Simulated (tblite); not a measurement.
Compound: 1-methoxycyclohexene, C7H12O.
SMILES with atom numbers: `[CH3:1][O:2][C:3]1=[CH:4][CH2:5][CH2:6][CH2:7][CH2:8]1` (hydrogens: H9, H10, H11 on C1; H12 on C4; H13, H14 on C5; H15, H16 on C6; H17, H18 on C7; H19, H20 on C8)

Computed with GFN2-xTB (tblite), gas phase: Langevin dynamics at 300 K from the optimised GFN2-xTB geometry, time step 0.5 fs, friction 0.01 fs⁻¹, 2000 steps. The instantaneous temperature is 2·E(kin)/(3Nk) with all 3N coordinates.

| t (fs) | T (K) | E(pot) above start (eV) | C1–O2 (Å) | O2–C3 (Å) | C3=C4 (Å) | C4–C5 (Å) | C5–C6 (Å) | C1–H9 (Å) | C1–O2–C3–C4 (°) |
| --- | --- | --- | --- | --- | --- | --- | --- | --- | --- |
| 0 | 246 | 0.000 | 1.404 | 1.372 | 1.328 | 1.501 | 1.525 | 1.089 | -2 |
| 25 | 173 | 0.478 | 1.385 | 1.425 | 1.344 | 1.510 | 1.482 | 1.093 | 1 |
| 50 | 166 | 0.395 | 1.377 | 1.409 | 1.316 | 1.471 | 1.543 | 1.151 | 0 |
| 75 | 152 | 0.404 | 1.395 | 1.439 | 1.330 | 1.492 | 1.519 | 1.124 | -8 |
| 100 | 218 | 0.451 | 1.389 | 1.391 | 1.320 | 1.494 | 1.515 | 1.045 | 7 |
| 125 | 231 | 0.474 | 1.423 | 1.381 | 1.328 | 1.518 | 1.553 | 1.046 | -15 |
| 150 | 232 | 0.661 | 1.437 | 1.368 | 1.317 | 1.512 | 1.513 | 1.099 | -11 |
| 175 | 218 | 0.684 | 1.438 | 1.336 | 1.311 | 1.471 | 1.567 | 1.119 | 7 |
| 200 | 268 | 0.506 | 1.404 | 1.379 | 1.336 | 1.476 | 1.568 | 1.114 | 0 |
| 225 | 150 | 0.663 | 1.400 | 1.360 | 1.339 | 1.453 | 1.516 | 1.087 | -7 |
| 250 | 246 | 0.640 | 1.415 | 1.369 | 1.298 | 1.463 | 1.539 | 1.070 | -9 |
| 275 | 316 | 0.472 | 1.405 | 1.348 | 1.343 | 1.457 | 1.515 | 1.080 | -8 |
| 300 | 260 | 0.758 | 1.407 | 1.370 | 1.342 | 1.491 | 1.540 | 1.125 | -8 |
| 325 | 314 | 0.702 | 1.394 | 1.421 | 1.293 | 1.514 | 1.566 | 1.145 | -12 |
| 350 | 344 | 0.613 | 1.389 | 1.407 | 1.333 | 1.498 | 1.462 | 1.061 | 2 |
| 375 | 324 | 0.645 | 1.388 | 1.351 | 1.367 | 1.470 | 1.477 | 1.052 | -6 |
| 400 | 356 | 0.673 | 1.410 | 1.357 | 1.319 | 1.555 | 1.542 | 1.162 | 15 |
| 425 | 355 | 0.747 | 1.426 | 1.367 | 1.285 | 1.544 | 1.554 | 1.186 | 13 |
| 450 | 353 | 0.870 | 1.408 | 1.355 | 1.365 | 1.508 | 1.528 | 1.049 | -6 |
| 475 | 372 | 0.745 | 1.382 | 1.339 | 1.341 | 1.484 | 1.548 | 1.018 | 9 |
| 500 | 303 | 0.866 | 1.412 | 1.414 | 1.310 | 1.538 | 1.588 | 1.146 | 19 |
| 525 | 326 | 0.753 | 1.442 | 1.371 | 1.316 | 1.523 | 1.516 | 1.162 | 19 |
| 550 | 347 | 0.604 | 1.434 | 1.334 | 1.344 | 1.540 | 1.522 | 1.102 | 14 |
| 575 | 272 | 0.877 | 1.373 | 1.347 | 1.299 | 1.543 | 1.579 | 1.046 | 14 |
| 600 | 327 | 0.713 | 1.380 | 1.357 | 1.333 | 1.514 | 1.523 | 1.118 | 7 |
| 625 | 302 | 0.819 | 1.470 | 1.344 | 1.360 | 1.476 | 1.547 | 1.128 | 0 |
| 650 | 292 | 0.855 | 1.471 | 1.370 | 1.304 | 1.511 | 1.567 | 1.075 | -14 |
| 675 | 281 | 0.866 | 1.360 | 1.360 | 1.329 | 1.512 | 1.486 | 1.078 | -3 |
| 700 | 324 | 0.797 | 1.387 | 1.373 | 1.342 | 1.521 | 1.468 | 1.098 | -1 |
| 725 | 344 | 0.859 | 1.448 | 1.388 | 1.305 | 1.535 | 1.582 | 1.097 | -7 |
| 750 | 390 | 0.763 | 1.455 | 1.397 | 1.308 | 1.445 | 1.548 | 1.084 | -8 |
| 775 | 317 | 0.814 | 1.364 | 1.353 | 1.391 | 1.444 | 1.512 | 1.101 | -10 |
| 800 | 321 | 0.849 | 1.382 | 1.335 | 1.326 | 1.542 | 1.578 | 1.111 | -18 |
| 825 | 387 | 0.615 | 1.469 | 1.407 | 1.310 | 1.520 | 1.544 | 1.095 | 9 |
| 850 | 416 | 0.829 | 1.432 | 1.389 | 1.378 | 1.464 | 1.530 | 1.056 | 7 |
| 875 | 398 | 0.985 | 1.353 | 1.359 | 1.352 | 1.430 | 1.565 | 1.081 | 6 |
| 900 | 418 | 0.857 | 1.413 | 1.373 | 1.297 | 1.490 | 1.541 | 1.122 | 9 |
| 925 | 296 | 0.821 | 1.462 | 1.420 | 1.345 | 1.517 | 1.585 | 1.109 | 5 |
| 950 | 396 | 0.643 | 1.419 | 1.394 | 1.322 | 1.482 | 1.527 | 1.073 | 6 |
| 975 | 243 | 0.912 | 1.328 | 1.340 | 1.325 | 1.522 | 1.526 | 1.108 | 7 |
| 1000 | 352 | 0.530 | 1.426 | 1.328 | 1.349 | 1.511 | 1.531 | 1.093 | 3 |

**Question.** From 500 fs on, how do temperature and potential energy compare with equipartition?

**Answer.** The mean temperature of these 21 frames is 336 K against the target 300 K, and the mean potential energy 0.79 eV against 54 × kT/2 = 0.70 eV for 54 classical harmonic modes. For 20 atoms in a canonical ensemble the temperature itself scatters by T·√(2/(3N)) = 55 K; here its standard deviation is 48 K. The whole run lasts only 10 friction times of 100 fs, so these averages carry a wide statistical error.

**Question.** What are the kinetic and total energies of the listed frame with the highest potential energy?

**Answer.** The one at 875 fs, 0.985 eV above the start. Its kinetic energy is 3NkT/2 = 1.030 eV at 398 K, so the sum is 2.01 eV; over the listed frames the sum runs from 0.64 to 2.01 eV, since the thermostat adds and removes energy.

**Question.** How much do the listed bonds fluctuate from 500 fs on?

**Answer.** 
```json
{"bond": "C1–O2", "at the start (Å)": "1.404", "mean (Å)": "1.413", "standard deviation (Å)": "0.042"}
{"bond": "O2–C3", "at the start (Å)": "1.372", "mean (Å)": "1.369", "standard deviation (Å)": "0.027"}
{"bond": "C3=C4", "at the start (Å)": "1.328", "mean (Å)": "1.331", "standard deviation (Å)": "0.025"}
{"bond": "C4–C5", "at the start (Å)": "1.501", "mean (Å)": "1.504", "standard deviation (Å)": "0.034"}
{"bond": "C5–C6", "at the start (Å)": "1.525", "mean (Å)": "1.541", "standard deviation (Å)": "0.032"}
{"bond": "C1–H9", "at the start (Å)": "1.089", "mean (Å)": "1.099", "standard deviation (Å)": "0.027"}
```

The motion is classical and holds no zero-point motion.

The cost below is that of the whole dynamics run. On Intel Xeon at 2.50 GHz, one thread, shared host with 64 logical CPUs at a one-minute load of 55, this took 41 s wall and 0.18 GiB of memory at its peak.
